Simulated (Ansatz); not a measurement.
Isolated molecules relaxed with PBE0-D4/def2-TZVP in Ansatz; ΔE leaves out vibrations. CCSD(T)/CBS adds triple-zeta CCSD(T) − MP2 to the extrapolated MP2 energy (def2 sets, frozen cores). This one scheme is used for every species. DFT in def2-TZVPP. B3LYP here is the variant with VWN-RPA as its local correlation; programs differ in this. For Se outer-core shells are correlated without core-valence functions, which leaves a few kJ/mol of doubt a bond. Scalar relativity is left out up to krypton. One conformer a species, not always the lowest.

Reaction (formal exchange of groups at the Se–B bond): `NCB(O)[SeH]` + `[CH3][AlH][OH]` → `[CH3][Al]([OH])[SeH]` + `NCBO`

`NCB(O)[SeH]`:

```xyz
11

N     0.279    0.375   -1.792
C    -0.108   -0.715   -0.876
B    -0.197   -0.182    0.603
O    -1.277    0.559    0.957
Se    1.334   -0.517    1.788
H     1.186    0.745   -1.530
H    -0.379    1.142   -1.713
H     0.606   -1.533   -1.000
H    -1.078   -1.104   -1.203
H    -1.246    0.932    1.841
H     0.882    0.298    2.926
```

`[CH3][AlH][OH]`:

Cartesian coordinates in Å:
```
C -0.373 0.727 -0.969
Al 0.263 -0.096 0.670
O 0.283 -1.795 0.742
H -1.273 1.322 -0.784
H -0.612 -0.017 -1.732
H 0.372 1.413 -1.383
H 0.761 0.717 1.942
H 0.580 -2.272 1.515
```

`[CH3][Al]([OH])[SeH]`:

```xyz
9

C    -0.700   -1.463   -0.241
Al    0.123    0.259    0.087
O    -0.048    0.988    1.607
Se    1.322    1.318   -1.606
H    -1.658   -1.340   -0.754
H    -0.073   -2.096   -0.873
H    -0.892   -1.991    0.696
H     0.314    1.839    1.848
H     1.614    2.486   -0.765
```

`NCBO`:

```xyz
10

N     0.308    0.777    0.919
C     0.199   -0.572    0.346
B    -0.408   -0.480   -1.111
O    -0.907    0.710   -1.490
H     1.199    1.193    0.682
H     0.250    0.767    1.928
H    -0.519   -1.151    0.942
H     1.131   -1.153    0.386
H    -0.470   -1.405   -1.871
H    -0.785    1.314   -0.731
```

| level | ΔE (kJ/mol) | difference from CCSD(T)/CBS |
| --- | --- | --- |
| PBE-D4 | -77.4 | 6.4 |
| r2SCAN-D4 | -81.5 | 2.3 |
| PBE0-D4 | -82.5 | 1.3 |
| B3LYP-D4 | -80.4 | 3.4 |
| ωB97X-V | -82.4 | 1.4 |
| ωB97M-V | -84.4 | -0.6 |
| B2PLYP | -83.2 | 0.6 |
| PBE | -79.2 | 4.6 |
| r2SCAN | -82.0 | 1.8 |
| PBE0 | -84.0 | -0.2 |
| B3LYP | -83.3 | 0.5 |
| HF/def2-TZVPP | -87.6 | -3.8 |
| MP2/def2-TZVPP | -81.5 | 2.3 |
| SCS-MP2/def2-TZVPP | -80.4 | 3.4 |
| CCSD/def2-TZVPP | -82.1 | 1.7 |
| CCSD(T)/def2-TZVPP | -80.7 | 3.1 |
| HF/def2-QZVPP | -87.6 | -3.8 |
| MP2/def2-QZVPP | -83.2 | 0.6 |
| SCS-MP2/def2-QZVPP | -82.2 | 1.6 |
| HF/CBS(def2) | -87.6 | -3.8 |
| MP2/CBS(def2) | -84.5 | -0.7 |
| CCSD/CBS(def2) | -85.1 | -1.3 |
| CCSD(T)/CBS | -83.8 | 0 |

Largest T1 diagnostic among the species: 0.012.

From PBE to PBE0 (25 % exact exchange), in def2-TZVPP and without D4, ΔE moves by −4.8 kJ/mol. In def2-TZVPP, CCSD(T) changes the Hartree–Fock value by +6.9 kJ/mol (the triples alone add +1.3 kJ/mol) and MP2 by +6.1 kJ/mol.
